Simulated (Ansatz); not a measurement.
Geometry optimisation, Ansatz 0.2.0, RHF/def2-SVP.

Input file:

```yaml
crystal:
  periodic: [false, false, false]
  atoms:
    - { symbol: B, position_ang: [0.014324, 0.467796, -0.498245] }
    - { symbol: "N", position_ang: [0.017359, 0.048099, 2.224825] }
    - { symbol: H, position_ang: [-0.781696, -0.393117, 2.647155] }
    - { symbol: H, position_ang: [0.796652, -0.077503, 2.847627] }
    - { symbol: "N", position_ang: [1.28587, 0.137235, -0.933933] }
    - { symbol: H, position_ang: [1.53679, -0.804785, -1.149738] }
    - { symbol: H, position_ang: [2.046043, 0.785108, -0.944017] }
    - { symbol: H, position_ang: [-0.904802, -0.287956, -0.518484] }
    - { symbol: Cl, position_ang: [-0.335773, 2.233123, -0.111869] }
    - { symbol: H, position_ang: [-0.180867, 1.0543, 2.172779] }
basis:
  gaussian: { orbitals: def2-SVP }
hamiltonian:
  xc: hf
relax:
  f_tol: 0.03
  max_steps: 50
```

Launched with:

```bash
$ ansatz run input.yaml --threads 1 --pin off --max-ram 2048MiB --backend cpu --events-out ev --progress --plain --runs-dir out
```

Q: Where does it end, and by what steps?

A: It converged. After 10 steps the energy has fallen by 0.089 eV; H4 moved furthest, 0.45 Å.

```
step  energy less start (eV)  largest force component (eV/Å)  accepted
   0                  0.0000                           1.037       yes
   1                 -0.0631                           0.473       yes
   2                 -0.0556                           0.879        no
   3                 -0.0773                           0.089       yes
   4                 -0.0822                           0.188       yes
   5                 -0.0853                           0.216       yes
   6                 -0.0869                           0.174       yes
   7                 -0.0879                           0.110       yes
   8                 -0.0886                           0.080       yes
   9                 -0.0888                           0.044       yes
  10                 -0.0889                           0.021       yes
```

```xyz
10
Properties=species:S:1:pos:R:3
B 0.046 0.529 -0.747
N -0.008 -0.019 2.573
H -0.825 -0.444 2.977
H 0.707 -0.016 3.280
N 1.317 0.162 -1.147
H 1.546 -0.782 -1.378
H 2.093 0.792 -1.154
H -0.865 -0.239 -0.737
Cl -0.279 2.241 -0.307
H -0.239 0.940 2.376
```

Whether the end is a true minimum wasn't checked by a vibrational analysis.

Time of the run: 24 s on 1 thread of Intel(R) Xeon(R) Platinum 8259CL CPU @ 2.50GHz (Skylake/Cascade Lake), with other jobs on the host, peak memory 0.18 GiB.
